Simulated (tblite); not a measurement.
Species: C₄H₃NO₂.
Bonds: C1–C2 (double), C2–C3, C3–N4 (triple), C2–C5, C5–O6 (double), C5–O7. Hydrogens: H8, H9 on C1; H10 on O7.

Computed with GFN2-xTB (tblite), gas phase: Langevin dynamics at 600 K from the optimised GFN2-xTB geometry, time step 0.5 fs, friction 0.01 fs⁻¹, 2000 steps.

Start geometry:
```
atom  x, y, z in Å
C1     -1.558    0.452    0.171
C2     -0.229    0.351    0.088
C3      0.634    1.454    0.301
N4      1.324    2.351    0.474
C5      0.405   -0.962   -0.241
O6     -0.212   -1.972   -0.447
O7      1.735   -0.885   -0.280
H8     -2.048    1.381    0.406
H9     -2.169   -0.420   -0.001
H10     2.127   -1.747   -0.494
```

The statistics below take the 31 frames saved every 25 fs from 250 to 1000 fs; their kinetic temperature (all 3N coordinates) averages 596 K.

Q: How do the bond lengths spread?

A: 
| bond | start (Å) | mean (Å) | standard deviation (Å) | shortest (Å) | longest (Å) |
| --- | --- | --- | --- | --- | --- |
| C1=C2 | 1.335 | 1.342 | 0.041 | 1.278 | 1.437 |
| C2–C3 | 1.416 | 1.422 | 0.041 | 1.310 | 1.505 |
| C3≡N4 | 1.145 | 1.148 | 0.020 | 1.121 | 1.184 |
| C2–C5 | 1.496 | 1.504 | 0.044 | 1.409 | 1.599 |
| C5=O6 | 1.201 | 1.202 | 0.028 | 1.149 | 1.277 |
| C5–O7 | 1.332 | 1.343 | 0.042 | 1.270 | 1.449 |
| C1–H8 | 1.076 | 1.083 | 0.029 | 1.039 | 1.160 |
| C1–H9 | 1.078 | 1.092 | 0.040 | 1.021 | 1.186 |
| O7–H10 | 0.970 | 0.978 | 0.028 | 0.917 | 1.023 |

Q: Give the same statistics for bond angles, one of each kind among heavy atoms.

A: 
| angle | start (°) | mean (°) | standard deviation (°) | smallest (°) | largest (°) |
| --- | --- | --- | --- | --- | --- |
| C1–C2–C3 | 122.6 | 122.2 | 4.7 | 112.4 | 130.0 |
| C1–C2–C5 | 120.1 | 120.6 | 4.8 | 111.0 | 131.7 |
| C3–C2–C5 | 117.3 | 115.8 | 5.7 | 103.8 | 126.2 |
| C2–C3–N4 | 179.5 | 167.5 | 5.3 | 156.0 | 178.9 |
| C2–C5–O6 | 123.9 | 124.3 | 5.1 | 117.8 | 142.0 |
| C2–C5–O7 | 112.3 | 111.3 | 4.5 | 100.9 | 118.7 |
| O6–C5–O7 | 123.8 | 123.6 | 4.2 | 114.4 | 131.8 |

Q: How far does each atom move about its mean position (frames aligned on the start, all atoms weighted alike), and what rms force does it feel?

A: 
```
atom  rms displacement (Å)  rms force (eV/Å)
  C1                  0.15              2.79
  C2                  0.16              2.98
  C3                  0.20              3.08
  N4                  0.34              2.55
  C5                  0.19              2.93
  O6                  0.68              2.42
  O7                  0.43              2.17
  H8                  0.30              1.16
  H9                  0.30              1.34
 H10                  0.40              1.23
```

The displacements run from 0.15 to 0.68 Å, the largest at O6.

Q: Follow the torsion C1–C2–C5–O6 through every second one of these frames.

A: 
```csv
t (fs),C1–C2–C5–O6 (°)
250,-88
300,-82
350,-70
400,-56
450,-43
500,-22
550,-15
600,-6
650,15
700,8
750,17
800,30
850,29
900,8
950,14
1000,10
```

Largest departure from the start value over all these frames: C1–C2–C5–O6 88° (start 0°).

Q: How widely does the potential energy scatter, against a harmonic estimate?

A: Mean 0.68 eV above the start, standard deviation 0.149 eV, range 0.41 to 0.97 eV. For 24 classical harmonic modes at 600 K the canonical values are 24kT/2 = 0.62 eV and kT·√(24/2) = 0.179 eV.

The run is classical and short, so these are rough statistics of one trajectory.

What follows is the cost of the whole dynamics run. The run took 7.0 s on Intel Xeon Platinum 8488C, one thread (shared host), and the process peaked at 0.17 GiB of memory.
